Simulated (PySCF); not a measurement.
**How methods differ on the ionisation energy of Tc³⁴⁺**

Tc³⁴⁺ [He] 2s2 2p5 [2p1/2^2 2p3/2^3, M_J = 3/2] → Tc³⁵⁺ [He] 2s2 2p4 [2p1/2^2 2p3/2^2, M_J = 2], as a difference of total energies. Computed with PySCF 2.14 in an even-tempered Gaussian basis (17 s from 14 bohr⁻², ratio 2.4; 12 p from 18 bohr⁻², ratio 2.4; 5 d from 69 bohr⁻², ratio 2.6; 4 f from 100 bohr⁻², ratio 2.6), with the two-component X2C-1e Hamiltonian. Correlated levels: nothing frozen; the 32 highest virtual spinors dropped. "Screened" scales the spin-orbit matrix elements by Boettger's factors to mimic the two-electron term; Breit and QED terms are absent.

| method | ionisation energy (eV) |
| --- | --- |
| GHF (spin-free) | 4713.0 |
| GMP2 (spin-free) | 4714.5 |
| GHF (screened spin-orbit) | 4678.5 |
| GMP2 (screened spin-orbit) | 4680.0 |

For this ion Breit and QED terms and the two-electron picture change, all absent here, outweigh the correlation shift from GHF to GMP2.

The spin-free rows relax to the high-spin LS determinant and lack the spin-orbit shift.

The labels give the starting determinants; with spin-orbit coupling the two ends relaxed to ⟨J²⟩ = 3.75, ⟨L²⟩ = 2.00, ⟨S²⟩ = 0.75 and ⟨J²⟩ = 6.00, ⟨L²⟩ = 3.05, ⟨S²⟩ = 1.48.

For comparison: 4681 ± 8 eV (semi-empirical (NIST evaluation); NIST Atomic Spectra Database, ionization energies).
